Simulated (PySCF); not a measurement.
# RuCl: one state, many levels of theory

State: ⁴Δ (quartet), unpaired electrons π ↑↑, δ ↑. Set-up: basis Ru def2-TZVPP with ECP28, Cl def2-TZVPP; scalar-relativistic core potentials; PySCF 2.14. De refers to Ru (4d7 5s1) + Cl in their high-spin ground configurations, without counterpoise correction. The functionals are run spin-unrestricted. A positive dipole means Ru(−)Cl(+).

```
      Level  Re (Å)  ωe (cm⁻¹)  De (eV)  μ (D)  CPU s a point (SCF and correlation, without the integrals)
        UHF   2.381        301      n/a  -7.14                                                         2.3
    UHF-MP2   2.194        373      n/a    n/a                                                           4
UHF-SCS-MP2   2.226        360      n/a    n/a                                                         n/a
   UHF-CCSD   2.244        354     3.24    n/a                                                         n/a
UHF-CCSD(T)   2.224        364     3.43    n/a                                                         310
        PBE   2.186        377     3.80  -3.57                                                         2.2
       TPSS   2.205        367     3.65  -3.98                                                         3.2
     r²SCAN   2.192        378     3.71  -4.09                                                         3.4
      M06-L   2.239        353     3.88  -4.58                                                         3.4
      TPSSh   2.214        361     3.55  -4.37                                                         4.6
       PBE0   2.213        361     3.51  -4.64                                                         4.4
    ωB97X-V   2.233        356     3.81  -5.22                                                          10
     B2PLYP   2.220        359     3.51  -5.38                                                         4.5
```

(1) Which functional lies closest to UHF-CCSD(T) in De, which farthest, and by how much do they differ from it?

(2) What does the step from GGA to meta-GGA do here, going from PBE to r²SCAN?

(3) What does the triples do here, going from UHF-CCSD to UHF-CCSD(T)?

Correlated steps freeze 5 core orbitals. The metal atom is held in its measured ground configuration; semilocal functionals can put another filling of s and d lower by some tenths of an eV, and De to that atom would be smaller. These are scalar-relativistic numbers at best; spin–orbit coupling would shift them, the dissociation energy most. B2PLYP dipoles, levels and charges come from its SCF part alone. With d or f electrons several states lie close, and the lowest PBE0 determinant need not be the measured ground state.

The whole job (state search and all levels along the bond) took about 28 min on 2 threads of Arm Neoverse V1 (shared host), peak memory 4.5 GiB.

Results:

(1) Closest is PBE0 (-1.1 pm in Re, -0.8 % in ωe, +0.08 eV in De against UHF-CCSD(T) in the same basis), farthest M06-L (+1.5 pm in Re, -3.0 % in ωe, +0.45 eV in De). CCSD(T) converges more slowly with the basis than the functionals do and binds too weakly in this one, so the order can change at the basis-set limit.

(2) r²SCAN less PBE: +0.6 pm in Re, +0.3 % in ωe, -0.09 eV in De. 

(3) UHF-CCSD(T) less UHF-CCSD: -2.0 pm in Re, +2.8 % in ωe, +0.19 eV in De. Correlation nearly always deepens the well. The bond shortens, as in weak, metallic or heavy-atom bonds, where dispersion and the correlation of outer-core electrons pull the atoms together.
